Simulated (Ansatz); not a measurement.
Molecule: sum formula HSO, net charge 0, doublet state. It need not be the lowest isomer of its formula. 
Structure (B3LYP-D3(BJ)/def2-TZVP (Ansatz, an electronic-structure program) minimum search):
```
S
O 1 1.5055
H 1 1.3768 2 104.45
```
Charge 0, spin multiplicity 2.

Quantity: vertical electron affinity (to the singlet state of charge -1; a negative value means that the extra electron is unbound and the number depends on the basis; each state is the SCF solution reached for its spin), in eV. Cores are frozen in the correlated levels unless marked. UHF or UKS for open shells. Spin-orbit coupling is left out. No relativistic terms. Anions need diffuse functions: aug- sets have them; def2-D sets add few. CBS marks a two-point X^-3 extrapolation of the correlation energy; Hartree-Fock from the larger set.

| level | program | vertical electron affinity (eV) |
|---|---|---|
| r2SCAN/def2-TZVPD | Ansatz | 0.99 |
| B3LYP/def2-TZVPD | Ansatz | 1.14 |
| PBE0/def2-TZVPD | Ansatz | 1.05 |
| CAM-B3LYP/def2-TZVPD | Ansatz | ? |
| SCS-MP2/aug-cc-pV(D+d)Z | Ansatz | 1.16 |
| SCS-MP2/aug-cc-pV(T+d)Z | Ansatz | 1.34 |
| SCS-MP2/aug-cc-pV(Q+d)Z | Ansatz | 1.42 |
| SCS-MP2/def2-QZVPPD | Ansatz | 1.38 |
| CCSD/def2-TZVPPD | Ansatz | 0.99 |
| CCSD/aug-cc-pV(Q+d)Z | Ansatz | ? |
| CCSD(T)/CBS(aug-cc-pV(T+d)Z,aug-cc-pV(Q+d)Z) | Ansatz | 1.22 |

### Question
What belongs in the gaps?

### Answer

- CAM-B3LYP/def2-TZVPD, vertical electron affinity (eV): 1.15
- CCSD/aug-cc-pV(Q+d)Z, vertical electron affinity (eV): 1.11
